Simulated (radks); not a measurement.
Spherical quantum dot in the effective-mass picture: electrons in a hard-walled sphere of radius 6, with a point charge +1 (a donor) at the centre, all in effective atomic units (hartree* = m*/eps^2 hartree, bohr* = eps/m* bohr), one dielectric constant everywhere. Method: non-relativistic Kohn-Sham, exchange-only LDA, spin-polarised, spherical densities; computed with a radial shooting solver with Libxc functionals. Levels are named by radial order and angular momentum (1s, 1p, 1d, 2s, ...), and open shells are averaged over m. Results are scaled to m* = 0.028 and eps = 5, for which hartree* = 30.48 meV and bohr* = 9.45 nm.

N = 12, configuration 1s2 1p6 1d(up 3, down 0) 2s(up 1, down 0). This is the lowest configuration that the search found. Occupied and some empty levels:

| level | occupation | eigenvalue (meV) | <r> (nm) |
|---|---|---|---|
| 1s up | 1 | 73.048 | 32.87 |
| 1s down | 1 | 75.026 | 35.56 |
| 1p up | 3 | 76.098 | 38.87 |
| 1p down | 3 | 77.682 | 38.85 |
| 1d up | 3 | 80.107 | 40.44 |
| 2s up | 1 | 80.491 | 21.17 |
| 1d down | 0 | 81.696 | 40.38 |
| 2s down | 0 | 85.398 | 21.34 |
| 1f up | 0 | 85.481 | 41.61 |
| 1f down | 0 | 87.087 | 41.58 |
| 1g up | 0 | 92.131 | 42.57 |
| 1g down | 0 | 93.750 | 42.56 |
| 2p up | 0 | 94.693 | 28.24 |
| 2p down | 0 | 96.689 | 29.08 |

Energy (meV): total 452.564, kinetic 141.31, external -117.02, Hartree 502.36, exchange-correlation -74.094.

Electron density:

| r (nm) | n(r) (e/nm^3) |
|---|---|
| 1.54 | 0.0002857 |
| 4.37 | 0.0001575 |
| 7.19 | 0.00008836 |
| 10.0 | 0.00005110 |
| 12.8 | 0.00003117 |
| 15.7 | 0.00002086 |
| 18.5 | 0.00001610 |
| 21.3 | 0.00001473 |
| 24.1 | 0.00001554 |
| 27.0 | 0.00001779 |
| 29.8 | 0.00002087 |
| 32.6 | 0.00002413 |
| 35.4 | 0.00002679 |
| 38.3 | 0.00002793 |
| 41.1 | 0.00002674 |
| 43.9 | 0.00002287 |
| 46.7 | 0.00001674 |
| 49.6 | 9.732e-06 |
| 52.4 | 3.747e-06 |
| 55.2 | 4.370e-07 |
